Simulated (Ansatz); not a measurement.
`OC([SiH3])[TeH]` → `O[SiH2]C[TeH]`  (isomerisation)

Gas-phase electronic energies from Ansatz, PBE0-D4/def2-TZVP geometries. CCSD(T)/CBS is the MP2 limit (def2-TZVPP, def2-QZVPP) plus CCSD(T) − MP2 in def2-TZVPP, frozen cores. DFT in def2-TZVPP. B3LYP here is the variant with VWN-RPA as its local correlation; programs differ in this. Elements past krypton have def2 core potentials. For Te outer-core shells are correlated without core-valence functions, which leaves a few kJ/mol of doubt a bond. One conformer a species, not always the lowest.

| level | ΔE (kJ/mol) | difference from CCSD(T)/CBS |
| --- | --- | --- |
| r2SCAN-D4 | -199.3 | 6.6 |
| PBE0-D4 | -194.6 | 11.3 |
| B3LYP-D4 | -195.7 | 10.2 |
| ωB97X-V | -198.6 | 7.3 |
| B2PLYP | -202.5 | 3.4 |
| PBE | -183.8 | 22.1 |
| B3LYP | -195.3 | 10.6 |
| CCSD(T)/def2-TZVPP | -203.6 | 2.3 |
| HF/def2-QZVPP | -213.1 | -7.2 |
| MP2/def2-QZVPP | -213.9 | -8.0 |
| CCSD(T)/CBS | -205.9 | 0 |

Largest T1 diagnostic among the species: 0.012.

From PBE to PBE0 (25 % exact exchange), in def2-TZVPP and without D4, ΔE moves by −10.6 kJ/mol.
